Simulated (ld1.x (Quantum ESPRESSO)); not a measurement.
**selenium (Se), TM: configuration errors across variants**

* Element: selenium
* Generator: ld1.x (Quantum ESPRESSO) 7.5
* Type: norm-conserving Troullier–Martins (Kleinman–Bylander form)
* Functional: PBE
* Relativity: scalar-relativistic
* Frozen core: [Ar] 3d10
* Valence charge: 6
* Reference configuration: 4s2 4p3.5 (charge +0.5)
* Partial waves: 4s (bound): rc 1.65 bohr; 4d channel at -0.15 Ry: rc 1.50 bohr; 4p (bound): rc 1.60 bohr
* Local potential: the p channel
* Core correction: Bessel-smoothed model core inside 1.15 bohr

All-electron excitation energies from the reference (eV): (1) 4s2 4p4 -4.310; (2) 4s2 4p3 6.535; (3) 4s2 4p2 26.884; (4) 4s1 4p5 6.572; (5) 4s2 4p0 99.936; (6) 4s2 4p4.3 -5.902; (7) 4s0 4p6 17.655.

3 further variants failed, have other tests or another functional or relativity, and are left out.

A true bound ghost makes a file unfit for plane-wave use even where its test errors are small: the radial tests pick states by their node count and pass the ghost by.

Errors AE − PS in meV (a dash: test not solved or not reliable):

```tsv
change	(1)	(2)	(3)	(4)	(5)	(6)	(7)	bound ghosts
base	+0.6	-1.3	-12	-7.0	-174	+0.9	-29	d
wave 4d channel at -0.15 Ry: rc 1.50 bohr becomes 4d channel at -0.15 Ry: rc 1.08 bohr	+0.6	-1.3	-12	-7.0	-174	+0.9	-29	none
wave 4d channel at -0.15 Ry: rc 1.50 bohr becomes 4d channel at -0.1 Ry: rc 1.50 bohr	+0.6	-1.3	-12	-7.0	-174	+0.9	-29	d
core correction Bessel-smoothed model core inside 0.78 bohr	+0.6	-1.3	-12	-7.1	-176	+0.9	-30	d
wave 4p (bound): rc 1.60 bohr becomes 4p (bound): rc 1.82 bohr	+0.6	-1.4	-12	-6.9	-177	+1.0	-29	d
```

Task: Give the same row for: wave 4s (bound): rc 1.65 bohr becomes 4s (bound): rc 2.20 bohr.

Result: +0.8, -0.8, -3.4, -37, -43, +1.3, -159; bound ghosts: d.
